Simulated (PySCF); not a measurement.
Job file and geometry (Å, from GFN2-xTB) of an NMR shielding run on SMILES O=C1C=CC[C@@H](C[SiH3])C1, C7H12OSi, PySCF 2.14.0, density-fitted response routines, GIAO PBE0/pcSseg-1 NMR shielding, non-relativistic, gas phase; density fitting, a coarse starting grid and PySCF grid level 2 are the driver's defaults:

```
$ OMP_NUM_THREADS=1 python probes_run.py task.json out

{"job": {"kind": "nmr", "xc": "PBE0", "basis": "pcSseg-1"}, "charge": 0, "multiplicity": 1}
O     -3.208072    -1.559272    -0.759401
C     -2.356369    -0.808167    -0.337665
C     -2.577935     0.635521    -0.183264
C     -1.606356     1.474834     0.170810
C     -0.196643     1.048167     0.403104
C      0.107335    -0.291126    -0.266836
C      1.485729    -0.822687     0.121650
Si     2.944883     0.278350    -0.414994
C     -0.991434    -1.288131     0.106731
H     -3.584114     0.981464    -0.371634
H     -1.818278     2.528132     0.302665
H      0.484741     1.819574     0.037336
H     -0.031757     0.961063     1.483692
H      0.079252    -0.146218    -1.353438
H      1.611454    -1.808915    -0.330688
H      1.515651    -0.978297     1.202807
H      2.715112     0.743760    -1.783766
H      3.068878     1.433994     0.477646
H      4.174691    -0.510638    -0.350125
H     -0.800948    -2.270398    -0.329631
H     -1.024740    -1.404068     1.195259
```

Q: Write the output of this run.

A: 
```
coarse grid: 17752 points
cycle   1  E = -637.8765941160  dE =  1.210e+00  |g| = 8.107e-01  |ddm| = 4.176e+00
cycle   2  E = -637.4989545295  dE =  3.776e-01  |g| = 1.595e+00  |ddm| = 2.849e+00
cycle   3  E = -638.0064496230  dE = -5.075e-01  |g| = 2.086e-01  |ddm| = 2.249e+00
cycle   4  E = -638.0162029100  dE = -9.753e-03  |g| = 6.676e-02  |ddm| = 2.550e-01
cycle   5  E = -638.0172267533  dE = -1.024e-03  |g| = 1.756e-02  |ddm| = 8.392e-02
cycle   6  E = -638.0172963295  dE = -6.958e-05  |g| = 6.174e-03  |ddm| = 2.153e-02
cycle   7  E = -638.0173048591  dE = -8.530e-06  |g| = 2.111e-03  |ddm| = 7.338e-03
final grid: 166056 points
cycle   8  E = -638.0827098906  dE = -2.947e-05  |g| = 1.462e-02  |ddm| = 3.902e-02
cycle   9  E = -638.0825929308  dE =  1.170e-04  |g| = 2.846e-02  |ddm| = 3.776e-02
cycle  10  E = -638.0827535823  dE = -1.607e-04  |g| = 2.865e-03  |ddm| = 2.685e-02
cycle  11  E = -638.0827553407  dE = -1.758e-06  |g| = 3.611e-04  |ddm| = 2.810e-03
cycle  12  E = -638.0827553648  dE = -2.416e-08  |g| = 1.761e-04  |ddm| = 5.082e-04
cycle  13  E = -638.0827553720  dE = -7.215e-09  |g| = 5.622e-05  |ddm| = 1.962e-04
cycle  14  E = -638.0827553728  dE = -7.522e-10  |g| = 1.789e-05  |ddm| = 7.219e-05
converged SCF energy = -638.0827553728

GIAO shielding tensors (ppm)
atom      isotropic    diamagn.    paramagn.     s11        s22        s33       span
  0 O     -339.871     395.456    -735.327   -962.836   -387.702    330.925   1293.761
  1 C      -15.062     248.269    -263.331   -101.238    -47.297    103.348    204.586
  2 C       49.844     254.860    -205.016    -51.061     59.329    141.263    192.324
  3 C       30.190     256.447    -226.257    -96.045     29.421    157.195    253.240
  4 C      149.338     251.598    -102.260    130.522    156.551    160.940     30.419
  5 C      147.966     249.175    -101.208    138.764    146.579    158.555     19.791
  6 C      168.059     250.536     -82.478    153.223    158.324    192.630     39.407
  7 Si     422.798     879.416    -456.618    389.839    413.034    465.521     75.683
  8 C      133.051     251.961    -118.910    114.813    127.342    156.998     42.185
  9 H       25.499      29.357      -3.859     24.113     24.146     28.237      4.124
 10 H       24.478      29.828      -5.350     22.290     23.010     28.135      5.846
 11 H       29.328      33.096      -3.768     23.745     30.210     34.030     10.285
 12 H       29.795      32.475      -2.681     26.161     29.282     33.940      7.780
 13 H       29.873      34.658      -4.785     26.613     29.447     33.559      6.947
 14 H       30.777      31.705      -0.928     25.038     29.959     37.333     12.295
 15 H       31.015      32.035      -1.020     27.283     30.051     35.711      8.428
 16 H       27.945      29.268      -1.323     24.629     26.427     32.781      8.152
 17 H       27.721      29.061      -1.340     23.914     26.664     32.585      8.671
 18 H       27.803      28.187      -0.384     24.251     25.381     33.776      9.525
 19 H       29.367      32.417      -3.050     25.304     28.833     33.965      8.662
 20 H       29.623      31.856      -2.233     27.578     28.091     33.199      5.621
```

Q: Turn these shieldings into chemical shifts. Shifts are taken against calculated references (same method and geometry level): ¹⁷O (336.08 ppm) against H2O; ¹³C (186.93 ppm), ²⁹Si (349.16 ppm), ¹H (31.72 ppm) vs TMS.

A: Averaging equivalent atoms: O 0: 676.0; C 1: 202.0; C 3: 156.7; C 2: 137.1; C 8: 53.9; C 5: 39.0; C 4: 37.6; C 6: 18.9; Si 7: -73.6; H 10: 7.24; H 9: 6.22; H 16/17/18: 3.89; H 11: 2.39; H 19: 2.35; H 20: 2.09; H 12: 1.92; H 13: 1.84; H 14: 0.94; H 15: 0.70 ppm. Unscaled 17O shifts of doubly bonded oxygen tend to come out too high, by tens of ppm or more. Experimental scales use liquid or dissolved standards, which lie at an offset from isolated H2O (liquid H2O: subtract about 36 ppm).

Size and cost of the density-fitted run: 220 basis functions, 75 s wall time on 1 thread of an Arm Neoverse N1, shared host; peak memory 1.1 GiB.
